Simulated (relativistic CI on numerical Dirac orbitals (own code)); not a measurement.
# L2,3 absorption of nickel in several valence states

Computed multiplet spectra 2p⁶3dⁿ → 2p⁵3dⁿ⁺¹ (Dirac-Coulomb-Breit ions, Slater integrals scaled by 0.9, an assumed crystal field that grows with the charge, no charge transfer; 300 K; Lorentzian 0.4 eV and Gaussian 0.3 eV FWHM at both edges, so that L2 comes out sharper than in experiment). Peaks over 5 % are given in eV from the highest peak in the L3 region of each spectrum (height, largest 100). S of the lowest state is read from ⟨S²⟩, and the branching ratio is the share of L3, cut at the minimum between the edges.

Field parameters in Wybourne normalisation: Oh B⁴₀ = 21Dq, B⁴₄ = √(5/14) B⁴₀. The field is a parameter set, without covalency.

- Ni2+ (d8, Oh, 10Dq = 11350 cm⁻¹): S = 1.00, branching ratio 0.74; peaks 0.0 (100), 2.3 (26), 3.3 (6), 17.3 (25), 18.7 (28)
- Ni4+ (d6, Oh, 10Dq = 17950 cm⁻¹): S = 2.00, high spin, branching ratio 0.79; peaks -3.3 (22), -2.1 (22), 0.0 (100), 1.5 (41), 2.0 (41), 4.0 (15), 4.5 (15), 6.3 (7), 15.7 (8), 17.9 (33), 19.9 (8), 22.6 (6)

Problem. What spin state follows for Ni3+ in Oh, 10Dq = 14650 cm⁻¹, and does its branching ratio lie nearer 2/3 or nearer 0.8?

Solution. Ni3+ (d7, Oh, 10Dq = 14650 cm⁻¹): S = 1.50, high spin, branching ratio 0.83; peaks -4.3 (61), -2.4 (75), -1.5 (80), 0.0 (100), 1.6 (17), 2.5 (11), 3.2 (8), 15.8 (22), 16.9 (25), 17.7 (20). High-spin states, above all those with an unquenched orbital moment, raise the ratio above the statistical 2/3; low spin and nearly empty shells keep it near or below 2/3.

The centroid of the whole edge, which also moves with the branching ratio, lies at 860.3 (Ni2+), 860.9 (Ni3+), 865.2 (Ni4+) eV in this ionic model, in steps of 0.6 to 4.3 eV. Compounds show about 1 to 2 eV a unit and lower energies for the high valences, since ligands screen the charge. The multiplet shape follows the d count and the spin state, and so serves as a fingerprint of valence. Real compounds of Ni3+, Ni4+ are mostly low spin, since covalency shrinks the Slater integrals more than this scale does.
